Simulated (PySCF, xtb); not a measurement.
**CH3AlF2: where a starting geometry ends**

The starting geometry of this gas-phase singlet was built from a drawn formula by distance geometry and a force field; its bonds are those of `F[CH](F)[AlH2]`.

```xyz
7

C    -2.6327    0.0202   -0.6304
Al   -1.4034   -1.1146    0.2963
F    -3.9331   -0.3987   -0.5494
F    -2.5691    1.3277   -0.0961
H    -2.3476    0.1292   -1.7265
H     0.1447   -0.8492    0.3263
H    -1.9643   -2.4689    1.0582
```

Question: Predict what it relaxes into with r2SCAN-D4/def2-SVP.

Answer: A new bond forms, giving a structure given below by its coordinates. Distances that change by over a tenth: C1–F4 (1.41 → 1.63 Å). Contacts that close: Al2–F4 (2.73 → 1.91 Å).

The energy falls by 0.36 eV over 32 steps:

```
step  E − E(last) (eV)
   1             0.364
   4             0.194
   8             0.178
  11             0.149
  15             0.042
  18             0.006
  22             0.002
  25             0.001
  29             0.000
  32             0.000
```

Final geometry (Å):

```yaml
atoms:
  - { symbol: C, position_ang: [-1.5287, -1.0498, -1.6872] }
  - { symbol: Al, position_ang: [-0.7406, -1.6147, 0.0458] }
  - { symbol: F, position_ang: [-2.8093, -1.2253, -1.9738] }
  - { symbol: F, position_ang: [-1.5144, 0.0483, -0.4837] }
  - { symbol: H, position_ang: [-1.0586, -0.4521, -2.4870] }
  - { symbol: H, position_ang: [0.8281, -1.4753, 0.1969] }
  - { symbol: H, position_ang: [-1.7082, -2.3877, 1.0282] }
```

From the same start GFN2-xTB reaches the same bonding as this run.

The end wasn't checked by frequencies. Run with PySCF 2.14.0, 3.4 min on 2 threads of Intel(R) Xeon(R) Processor @ 2.70GHz (shared host).
